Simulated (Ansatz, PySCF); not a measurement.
Gas-phase reaction in SMILES: C/C=C\C(C)C + 4 C (CH4) -> C=C (C2H4) [ethene] + 4 CC (C2H6)
Each molecule is optimised on its own at B3LYP-D3(BJ)/def2-TZVP (Ansatz, a quantum-chemistry and plane-wave program), one conformer each, not searched for the lowest. Frequencies are from Ansatz or PySCF.

Wanted: bond separation energy (enthalpy at 298 K, with B3LYP-D3(BJ) rigid-rotor harmonic-oscillator terms), in kJ/mol. Correlated levels leave the core frozen unless marked. No spin-orbit coupling. Non-relativistic. CBS(X,Y): correlation extrapolated as X^-3; Hartree-Fock from the larger set. [CCSD(T)-MP2]/basis is that difference in the basis named.

RI-MP2/CBS(cc-pVTZ,cc-pVQZ)+[CCSD(T)-MP2]/cc-pVTZ (Ansatz) gives 65.7 kJ/mol.

Problem. Another calculation gave 78.2 kJ/mol. Which level was it?
A. LC-wPBE/def2-TZVPD (Ansatz)
B. r2SCAN/def2-TZVPD (Ansatz)
C. SVWN5/def2-TZVPD (Ansatz)

Solution. C, SVWN5/def2-TZVPD (Ansatz). The others give 54.3 (LC-wPBE), 65.9 (r2SCAN) kJ/mol.
